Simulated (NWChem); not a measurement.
# CNO anion

```xyz
3

N      0.0000     0.0000     1.2618
C      0.0000     0.0000     0.0709
O      0.0000     0.0000    -1.1594
```
Atoms are numbered in this order, from 1.

Results from NWChem. Geometry: optimised at B3LYP/def2-SVPD. B3LYP is NWChem's, with the RPA form of VWN correlation. Static field.

Task: Among these, which level gives the lowest value of “anisotropy (bohr³)”?
A. CAM-B3LYP/def2-SVPD
B. B3LYP/def2-SVPD
C. BHandHLYP/def2-SVPD

Result: C, BHandHLYP/def2-SVPD. Values: BHandHLYP/def2-SVPD 17.2; CAM-B3LYP/def2-SVPD 18.2; B3LYP/def2-SVPD 18.2
